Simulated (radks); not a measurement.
Values are calculated unless marked as measured or tabulated.
Problem. K3+, 16 electrons, occupied as [Ne] 3s2 3p4. Code: a radial shooting solver on a logarithmic mesh with Libxc functionals. Model: non-relativistic Kohn-Sham, PBE, spin-polarised, spherical densities, point nucleus; open shells are filled with parallel spins first. Some entries of the table are withheld. Estimate them.

| orbital | occ. | eigenvalue (eV) | <1/r> (bohr^-1) | r(max) (bohr) |
|---|---|---|---|---|
| 1s up | 1 | -3548.994 | 18.54 | 0.05352 |
| 1s down | 1 | -3548.438 | 18.54 | 0.05352 |
| 2s up | 1 | -393.0229 | 3.770 | 0.3199 |
| 2s down | 1 | -392.5418 | 3.770 | 0.3201 |
| 2p up | 3 | -322.7532 | 3.695 | 0.2631 |
| 2p down | 3 | -322.0537 | 3.694 | 0.2633 |
| 3s up | 1 | -73.2798 | 1.156 | 1.056 |
| 3s down | 1 | -70.2985 | 1.151 | 1.057 |
| 3p up | 3 | -55.9814 | (1) | 1.105 |
| 3p down | 1 | -53.1390 | (2) | 1.108 |
| 3d up | 0 | (3) | 0.8160 | 1.190 |
| 3d down | 0 | (4) | 0.7973 | 1.206 |
| 4s up | 0 | (5) | 0.4580 | 2.743 |
| 4s down | 0 | (6) | 0.4497 | 2.781 |

Solution. 
(1) 3p up <1/r> (bohr^-1): 1.053
(2) 3p down <1/r> (bohr^-1): 1.044
(3) 3d up eigenvalue (eV): -30.5086
(4) 3d down eigenvalue (eV): -28.1744
(5) 4s up eigenvalue (eV): -23.0807
(6) 4s down eigenvalue (eV): -22.2659
